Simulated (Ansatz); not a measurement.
One change: `ClC(Cl)=CI` becomes `ClC(Cl)=CBr`.

Ansatz, PBE0-D4/def2-TZVP geometries, multiplicity 1. 

Elements past krypton have def2 core potentials. Scalar relativity is left out up to krypton.

| property | `ClC(Cl)=CI` |
| --- | --- |
| size of the dipole moment (PBE/def2-TZVPP) / D | 0.57 |
| ideal-gas entropy at 298 K and 1 bar (rigid rotor, harmonic PBE0-D4/def2-TZVP) / J/(mol·K) | 344 |
| HOMO energy (B3LYP/def2-TZVPP) / eV | -6.86 |
| LUMO energy (B3LYP/def2-TZVPP) / eV | -1.35 |
| HOMO–LUMO gap (PBE/def2-TZVPP) / eV | 3.94 |
| size of the dipole moment (B3LYP/def2-TZVPP) / D | 0.63 |

(1) What does the change do to each property? (Estimate.)

## Answers

(1) The calculation gave: 
```json
{"property": "size of the dipole moment (PBE/def2-TZVPP) / D", "`ClC(Cl)=CBr`": "0.65", "shift": "0.08"}
{"property": "ideal-gas entropy at 298 K and 1 bar (rigid rotor, harmonic PBE0-D4/def2-TZVP) / J/(mol·K)", "`ClC(Cl)=CBr`": "335", "shift": "-9"}
{"property": "HOMO energy (B3LYP/def2-TZVPP) / eV", "`ClC(Cl)=CBr`": "-7.05", "shift": "-0.19"}
{"property": "LUMO energy (B3LYP/def2-TZVPP) / eV", "`ClC(Cl)=CBr`": "-1.08", "shift": "0.27"}
{"property": "HOMO–LUMO gap (PBE/def2-TZVPP) / eV", "`ClC(Cl)=CBr`": "4.35", "shift": "0.41"}
{"property": "size of the dipole moment (B3LYP/def2-TZVPP) / D", "`ClC(Cl)=CBr`": "0.71", "shift": "0.08"}
```

With PBE0 the HOMO falls by 0.19 eV and the LUMO rises by 0.25 eV, so the gap widens by about 0.44 eV. PBE moves the HOMO by -0.13 eV and ωB97M-V by -0.23 eV. Dipoles are sizes alone; their direction can turn.

B3LYP here is the variant with VWN-RPA as its local correlation; programs differ in this.

Spin–orbit coupling is left out; it splits and shifts lone-pair levels of the heavy atoms by tenths of an eV.
